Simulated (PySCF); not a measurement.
**Löwdin shares of the frontier orbitals**

Compound: CH9FSSi3.
Numbering: `[CH3:1][SiH2:2][S:3][Si@H:4]([F:5])[SiH3:6]` (hydrogens: H7, H8, H9 on C1; H10, H11 on Si2; H12 on Si4; H13, H14, H15 on Si6)

Cartesian coordinates in Å at the GFN2-xTB level; atoms count from 1:
```
atom  x, y, z in Å
C1     2.7018    0.1602   -0.2625
Si2    1.4237    0.2128    1.1307
S3     0.0864   -1.4781    0.9956
Si4   -1.2048   -1.0185   -0.6674
F5    -0.2760   -0.3303   -1.8092
Si6   -2.8984    0.4723   -0.1878
H7     2.2267    0.2096   -1.2388
H8     3.3956    0.9922   -0.1863
H9     3.2790   -0.7605   -0.2249
H10    0.5978    1.4183    1.0655
H11    2.0121    0.0201    2.4482
H12   -1.4653   -2.3255   -1.2451
H13   -3.6532    0.7731   -1.4073
H14   -2.4042    1.7478    0.3458
H15   -3.8255   -0.0856    0.7971
```

Computed, not measured: PySCF, TDDFT CAM-B3LYP/def2-SVPD, vertical, gas phase, core orbitals frozen in the response.

Kohn–Sham orbitals with the atoms that hold most of them (Löwdin shares over 4%, at most four atoms; ? is withheld):

```json
{"orbital": "LUMO+2", "ε (eV)": "0.93", "atoms": "Si6 31%, Si2 14%, S3 8%, H14 8%"}
{"orbital": "LUMO+1", "ε (eV)": "0.56", "atoms": "Si4 24%, Si6 21%, S3 20%, Si2 7%"}
{"orbital": "LUMO", "ε (eV)": "?", "atoms": "Si4 33%, Si6 20%, S3 12%, H12 10%"}
{"orbital": "HOMO", "ε (eV)": "-8.55", "atoms": "?"}
{"orbital": "HOMO-1", "ε (eV)": "-9.73", "atoms": "?"}
{"orbital": "HOMO-2", "ε (eV)": "-10.70", "atoms": "S3 37%, Si2 18%, Si4 13%, H11 9%"}
{"orbital": "HOMO-3", "ε (eV)": "-10.73", "atoms": "Si4 21%, Si6 16%, S3 14%, Si2 10%"}
```

Q: Give the leading atoms of the HOMO-1.

A: S3 (bonded to 2 Si) 51%; Si4 (bonded to F, S, Si and H) 12%; Si6 (bonded to Si and 3 H) 9%; Si2 (bonded to C, S and 2 H) 8%. By element: sulfur 51%, silicon 29%.

Q: Give the leading atoms of the HOMO.

A: S3 (bonded to 2 Si) 65%; Si4 (bonded to F, S, Si and H) 9%; Si2 (bonded to C, S and 2 H) 8%; Si6 (bonded to Si and 3 H) 6%. By element: sulfur 65%, silicon 22%.

Q: What is the LUMO energy, and the HOMO–LUMO gap?

A: ε(LUMO) = 0.23 eV; the gap is 8.78 eV (0.3225 hartree).

Q: The HOMO–LUMO gap is 8.78 eV. Where does the response calculation put the lowest singlet, and from which orbitals?

A: S1 is at 5.56 eV (f = 0.013), 3.21 eV below the gap, made of HOMO→LUMO (93%). Without the coupling terms of the response equations the lowest excitation would equal the gap.

Q: Give energy, strength and leading configuration of S1, S2 and S4, and follow the Löwdin shares of the leading atoms from the occupied to the empty orbital.

A: 
- S1 (5.56 eV, f 0.013), HOMO→LUMO (93%): S3 65% → 12%, Si4 9% → 33%, Si6 6% → 20%
- S2 (5.95 eV, f 0.043), HOMO→LUMO+1 (93%): S3 65% → 20%, Si4 9% → 24%, Si6 6% → 21%
- S4 (6.73 eV, f 0.0097), HOMO-1→LUMO (82%): S3 51% → 12%, Si4 12% → 33%, Si6 9% → 20%

Löwdin shares depend on the basis, the more so with diffuse functions.

Time: 58 s of wall time; peak memory 0.98 GiB. Hardware: an Intel Xeon at 2.70 GHz with one thread, no GPU, on a shared host.

One conformer stands for the species.
